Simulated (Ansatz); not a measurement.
Reaction (formal exchange of groups at a B–S bond): `CSB[TeH]` + `CCSC=O` → `O=CB[TeH]` + `CCSSC`

Gas-phase electronic energies from Ansatz, PBE0-D4/def2-TZVP geometries. CCSD(T)/CBS adds triple-zeta CCSD(T) − MP2 to the extrapolated MP2 energy (def2 sets, frozen cores). DFT in def2-TZVPP. B3LYP here is the variant with VWN-RPA as its local correlation; programs differ in this. HSE06 is defined as in plane-wave codes. def2 core potentials past Kr. For Te outer-core shells are correlated without core-valence functions, which leaves a few kJ/mol of doubt a bond. One conformer a species, not always the lowest.

```csv
level,ΔE (kJ/mol),difference from CCSD(T)/CBS
PBE-D4,131.4,7.4
revPBE-D4,129.1,5.1
HSE06-D4,130.0,6.0
BHLYP-D4,122.1,-1.9
ωB97X-V,126.1,2.1
B2PLYP,129.4,5.4
BLYP,125.3,1.3
B3LYP,125.2,1.2
r2SCAN0,135.2,11.2
HSE06,131.0,7.0
LC-ωPBE,129.2,5.2
CCSD(T)/def2-SVP,150.3,26.3
MP2/def2-TZVPP,137.1,13.1
HF/def2-QZVPP,115.7,-8.3
MP2/def2-QZVPP,133.8,9.8
SCS-MP2/def2-QZVPP,126.9,2.9
CCSD(T)/CBS,124.0,0
```

Largest T1 diagnostic among the species: 0.017.

Leaving LDA and LC-ωPBE aside and taking each functional with its dispersion term where it has one, the values, not all of them listed here, spread over 15.9 kJ/mol, from BHLYP-D4 to r2SCAN-D4. LDA lies +9.9 kJ/mol from PBE without D4. In def2-TZVPP, CCSD(T) changes the Hartree–Fock value by +12.3 kJ/mol (the triples alone add +4.1 kJ/mol) and MP2 by +20.3 kJ/mol.
